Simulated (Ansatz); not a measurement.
C3H9BS can be A, `CBCSC`, or B, `CSB(C)C`.

Calculated with Ansatz (gas phase, PBE0-D4/def2-TZVP geometries, no zero-point term in ΔE). CCSD(T)/CBS is the MP2 limit (def2-TZVPP, def2-QZVPP) plus CCSD(T) − MP2 in def2-TZVPP, frozen cores. Functionals use def2-TZVPP. B3LYP here is the variant with VWN-RPA as its local correlation; programs differ in this. Each species was taken in one conformer, which may not be the lowest.

**Question.** Which is lower in electronic energy at CCSD(T)/CBS, and by how much? (Best estimate.)

**Answer.** Ansatz gave: B, by 33.9 kcal/mol.

**Question.** Give E(B) − E(A) in kcal/mol with PBE-D4, ωB97M-V, CCSD(T)/def2-SVP, LDA (SPW92), B2PLYP, B3LYP, PBE0-D4. (Best estimate.)

**Answer.** Ansatz gave: PBE-D4 -34.8, ωB97M-V -33.5, CCSD(T)/def2-SVP -37.1, LDA (SPW92) -35.4, B2PLYP -34.0, B3LYP -33.3, PBE0-D4 -34.4. None reverses the order clearly.

**Question.** Does the order hold for the free energy at 298.15 K (harmonic terms from PBE0-D4)? (An estimate is asked.)

**Answer.** Computed: Yes: G(B) − G(A) = -32.3 kcal/mol, for one conformer each. Modes under 60 cm⁻¹, often nearly free rotors, make the harmonic entropy too high.

Largest T1 diagnostic: 0.012.

Leaving LDA and LC-ωPBE aside and taking each functional with its dispersion term where it has one, the values, not all of them listed here, spread over 2.6 kcal/mol, from B97M-V to ωB97X-V. LDA lies −1.0 kcal/mol from PBE without D4. In def2-TZVPP, CCSD(T) changes the Hartree–Fock value by −3.1 kcal/mol (the triples alone add −0.6 kcal/mol) and MP2 by −3.7 kcal/mol.
